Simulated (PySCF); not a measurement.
**EPR parameters of C8H9O**

C₈H₉O (doublet state).
Z-matrix (Å and degrees, GFN2-xTB geometry), rows numbered from 1:
```
C 
C   1  1.3820
C   2  1.3806  1  120.68
C   2  1.4760  1  119.63  3   178.75
C   4  1.3320  2  121.10  1    34.56
O   5  1.3635  4  125.95  2  -177.24
C   6  1.3642  5  115.69  4     6.69
C   7  1.3231  6  124.69  5    -7.21
C   8  1.5025  7  122.24  6    -2.02
H   1  1.0751  2  120.44  3     1.75
H   1  1.0732  2  122.07  3  -176.64
H   3  1.0751  2  120.41  1    -0.69
H   3  1.0731  2  122.41  1  -179.31
H   5  1.0796  4  123.32  2     2.85
H   7  1.0794  6  111.07  5   172.03
H   8  1.0777  7  120.03  6   179.06
H   9  1.0966  4  109.95  2    47.49
H   9  1.0986  4  110.43  2   -70.14
```

The hyperfine couplings belong to this conformer and change with its torsions.

As a line formula: `[CH2]C(=C)C1=COC=CC1` [radical].

Method used: UKS B3LYP, pcH-1 on C H O, non-relativistic, mean-field spin-orbit, GIAO (PySCF 2.14.0). Geometry: GFN2-xTB, one conformer, isolated molecule. The geometry wasn't refined by DFT: couplings that depend on bond lengths, twists or pyramidal angles can differ widely from those at the functional's own minimum. The frame is twisted about the C2–C4 bond at this geometry (dihedral C3–C2–C4–C9 = 33°); couplings at other torsion angles weren't computed. The SCF solution wasn't tested for stability. ⟨S²⟩ is 0.782 where a pure state has 0.75.

* g1, g2, g3: 2.00216, 2.00281, 2.00284
* g_iso: 2.00260
* Form of g: close to axial: the two nearest values differ by 5 % of g3 − g1
* ⟨S²⟩: 0.7824 (exact 0.7500)
* HOMO–LUMO gap, α and β orbitals: 4.93, 3.48 eV
* Total energy: -385.41231 Eh

Isotropic coupling and dipolar principal values T1 to T3, in MHz; ρ(0) is the spin density at the nucleus:

```csv
atom,isotope,a_iso,T1,T2,T3,Mulliken spin population,ρ(0) (bohr⁻³)
C1,13C,57.0,-53.9,-52.2,106.1,0.71,0.0507
C2,13C,-49.0,-28.4,11.8,16.6,-0.26,-0.0436
C3,13C,55.5,-51.9,-50.2,102.1,0.68,0.0494
C4,13C,9.2,-3.1,-1.5,4.7,0.04,0.0082
C5,13C,-7.5,-9.2,4.2,5.0,-0.05,-0.0067
O6,17O,0.5,-1.6,-1.1,2.7,0.00,-0.0008
C7,13C,0.5,-0.3,0.0,0.2,0.00,0.0004
C8,13C,-0.3,-0.8,0.1,0.7,0.00,-0.0002
C9,13C,-3.8,-0.7,0.0,0.7,0.00,-0.0034
H10,1H,-41.3,-22.5,-1.9,24.4,-0.03,-0.0092
H11,1H,-43.5,-26.6,-0.3,26.9,-0.03,-0.0097
H12,1H,-39.9,-21.4,-2.0,23.4,-0.03,-0.0089
H13,1H,-41.9,-25.4,-0.4,25.8,-0.03,-0.0094
H14,1H,4.2,-3.9,-2.3,6.2,0.00,0.0009
H15,1H,0.3,-0.3,-0.2,0.5,0.00,0.0001
H16,1H,0.1,-0.4,-0.4,0.8,0.00,0.0000
H17,1H,3.5,-1.8,-1.5,3.3,0.00,0.0008
H18,1H,2.4,-1.9,-1.6,3.4,0.00,0.0005
```

Largest spin populations (Mulliken): C1 (+0.71), C3 (+0.68) and C2 (-0.26). The positive populations add up to 1.44 and the negative ones to -0.44, together 2S = 1. The angles at C1 add up to 360.0°, so it is planar; its axial dipolar tensor and the negative couplings of its protons fit spin in a p orbital normal to that plane.

Axes: g3 points within 7° of the C1–H11 bond.

Under fast tumbling the dipolar parts average out, and these isotropic splittings remain: 1 × 1H (H11, I = 1/2, 2 lines) with 1.55 mT, 1 × 1H (H13, I = 1/2, 2 lines) with 1.50 mT, 1 × 1H (H10, I = 1/2, 2 lines) with 1.47 mT, 1 × 1H (H12, I = 1/2, 2 lines) with 1.42 mT, 1 × 1H (H14, I = 1/2, 2 lines) with 0.15 mT and 2 × 1H (H17/H18, I = 1/2, 3 lines) with 0.11 mT.

Nuclei that the bonding pattern makes equivalent are averaged, as if the motion that swaps them (rotation, inversion, ring flip) were fast. H10 and H11 aren't averaged: C1 is flat or nearly so (angle sum 360°), and its turn about the short C1–C2 bond (1.38 Å) is taken as slow.

The 13C coupling of C1 (57.0 MHz) shows only in satellite lines or after enrichment, since that isotope makes up about 1.07 % of natural carbon.

The spin density at the nucleus, in bohr⁻³, is negative for C2 (-0.0436), H11 (-0.0097) and H13 (-0.0094), for instance. A restricted open-shell determinant has no negative spin density anywhere; here it arises because α and β orbitals differ (spin polarisation).
